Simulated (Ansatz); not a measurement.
Isolated molecules relaxed with PBE0-D4/def2-TZVP in Ansatz; ΔE leaves out vibrations. CCSD(T)/CBS is the MP2 limit (def2-TZVPP, def2-QZVPP) plus CCSD(T) − MP2 in def2-TZVPP, frozen cores. DFT in def2-TZVPP. def2 core potentials past Kr. For In, Sn outer-core shells are correlated without core-valence functions, which leaves a few kJ/mol of doubt a bond. Each species was taken in one conformer, which may not be the lowest.

Consider the redistribution: `[CH3][SnH2][SiH2]N` + `C#[C][InH2]` → `C#[C][SnH2][CH3]` + `N[SiH2][InH2]`.

`[CH3][SnH2][SiH2]N`:

```xyz
13

C     0.513    0.446   -2.132
Sn   -0.738    1.006   -0.473
Si    0.092   -0.075    1.718
N     0.173   -1.803    1.711
H     0.532   -0.640   -2.235
H     1.530    0.805   -1.971
H     0.125    0.881   -3.053
H    -2.337    0.490   -0.832
H    -0.774    2.719   -0.386
H     1.469    0.420    1.995
H    -0.807    0.336    2.830
H     0.904   -2.251    1.182
H    -0.682   -2.333    1.645
```

`C#[C][InH2]`:

Cartesian coordinates in Å:
```
C -0.250 -1.548 -1.138
C -0.094 -0.580 -0.427
In 0.177 1.095 0.805
H -0.388 -2.400 -1.764
H 1.580 1.120 1.787
H -1.025 2.313 0.737
```

`C#[C][SnH2][CH3]`:

```xyz
10

C    -1.822    0.989   -1.902
C    -0.877    0.855   -1.163
Sn    0.741    0.587    0.130
C     0.462   -1.267    1.145
H    -2.654    1.112   -2.557
H     2.160    0.583   -0.819
H     0.757    1.906    1.212
H    -0.472   -1.238    1.705
H     1.288   -1.449    1.832
H     0.416   -2.077    0.417
```

`N[SiH2][InH2]`:

Cartesian coordinates in Å:
```
N 1.238 0.106 1.177
Si 0.322 0.776 -0.126
In -1.326 -1.001 -0.990
H 0.775 -0.473 1.859
H 1.973 0.646 1.608
H 1.286 1.190 -1.185
H -0.442 2.024 0.210
H -1.776 -2.348 0.007
H -2.051 -0.920 -2.559
```

Question: Is it downhill or uphill in electronic energy at CCSD(T)/CBS, and by how much? (Estimate.)

Answer: The calculation gave: Uphill: ΔE = +9.7 kJ/mol.

Question: What do these levels give: B2PLYP, r2SCAN, HF/def2-QZVPP, SCS-MP2/def2-QZVPP, HF/CBS(def2), CCSD/CBS(def2)? (Best estimate.)

Answer: The calculation gave: B2PLYP 9.8, r2SCAN 12.0, HF/def2-QZVPP 8.2, SCS-MP2/def2-QZVPP 9.1, HF/CBS(def2) 8.2, CCSD/CBS(def2) 8.8 kJ/mol.

Largest T1 diagnostic among the species: 0.015.
